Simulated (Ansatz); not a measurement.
The cluster Si₄O₄. Total charge 0; singlet. Geometry B3LYP-D4/def2-SVP; atoms count from 1.

```xyz
8

Si    0.002   -0.864    2.075
Si    0.078   -0.398   -2.211
Si    2.111    0.762    0.121
Si   -2.191    0.500    0.015
O    -1.323   -0.221    1.263
O     1.323    0.220   -1.263
O     1.280   -0.061    1.330
O    -1.280    0.062   -1.330
```

The restricted singlet is unstable towards broken spin symmetry in Hartree–Fock (as tested in another run); at PBE0-D4/def2-TZVP this wasn't settled. The structure comes from a short search, and lower isomers may exist.

(1) Estimate the Mulliken populations from the PBE0/def2-TZVP orbitals of Ansatz.

(2) And the Mayer bond orders between heavy atoms (over 0.3)?

Answers

(1) 
```json
{"atom": "Si1", "charge (e)": "0.35"}
{"atom": "Si2", "charge (e)": "0.35"}
{"atom": "Si3", "charge (e)": "0.35"}
{"atom": "Si4", "charge (e)": "0.35"}
{"atom": "O5", "charge (e)": "-0.35"}
{"atom": "O6", "charge (e)": "-0.35"}
{"atom": "O7", "charge (e)": "-0.35"}
{"atom": "O8", "charge (e)": "-0.35"}
```
Mulliken values depend strongly on the basis.

(2) Si1–O5 1.12 (1.68 Å); Si1–O7 1.12 (1.68 Å); Si2–O6 1.12 (1.68 Å); Si2–O8 1.12 (1.68 Å); Si3–O6 1.12 (1.68 Å); Si3–O7 1.12 (1.68 Å); Si4–O5 1.12 (1.68 Å); Si4–O8 1.12 (1.68 Å).
